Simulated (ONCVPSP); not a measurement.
# Ranking ONCV potentials for Fe

All share these settings but for the change named:

| Quantity | Value |
| --- | --- |
| Element | Fe |
| Generator | ONCVPSP 4.0.1 |
| Type | optimised norm-conserving Vanderbilt (ONCV) |
| Functional | LDA (Perdew-Wang 92) |
| Relativity | scalar-relativistic |
| Frozen core | [Ne] |
| Valence charge | 16 |
| Reference configuration | 3s2 3p6 3d6 4s2 |
| Partial waves | 3s+4s: rc 1.15 bohr, ncon 4, nbas 8, qcut 9.2 1/bohr, 2 projectors; 3p: rc 0.80 bohr, ncon 4, nbas 8, qcut 11 1/bohr, 2 projectors, debl 1 Ha; 3d: rc 1.20 bohr, ncon 4, nbas 8, qcut 12.9 1/bohr, 2 projectors, debl 1.2 Ha |
| Local potential | polynomial inside 0.55 bohr (lpopt 3, dvloc0 2 Ha) |
| Core correction | Teter function, fcfact 3, rcfact 1.45 |

In the p channel the program set the typed energies aside and used -2.202, 0.250 Ha.

Test errors are all-electron minus pseudo excitation energies from the reference, over 3s2 3p6 3d6 4s1; 3s2 3p6 3d6 4s0; 3s2 3p6 3d5 4s0; 3s2 3p6 3d5 4s2 4p1. None of these files shows a bound ghost.

The base gives 14.2 meV.

Of 9 variants that were run, those that failed, showed a ghost or another fault, or gave nearly equal values are left out.

(1) Rank these variants by their largest absolute test error, smallest first.
A. all radii but the core radius scaled by about 1.13 (s 1.30, p 0.90, d 1.36 bohr); local potential polynomial inside 0.62 bohr (lpopt 3, dvloc0 2 Ha)
B. all radii but the core radius scaled by about 1.07 (s 1.22, p 0.86, d 1.28 bohr); local potential polynomial inside 0.58 bohr (lpopt 3, dvloc0 2 Ha)
C. all radii but the core radius scaled by about 0.85 (s 0.98, p 0.68, d 1.02 bohr); local potential polynomial inside 0.46 bohr (lpopt 3, dvloc0 2 Ha)
D. all radii but the core radius scaled by about 1.22 (s 1.40, p 0.98, d 1.46 bohr); local potential polynomial inside 0.66 bohr (lpopt 3, dvloc0 2 Ha)
E. all radii but the core radius scaled by about 1.27 (s 1.46, p 1.02, d 1.52 bohr); local potential polynomial inside 0.70 bohr (lpopt 3, dvloc0 2 Ha)

## Answers

(1) C (8.3 meV), B (17.7 meV), A (21.8 meV), D (27.8 meV), E (31.8 meV).
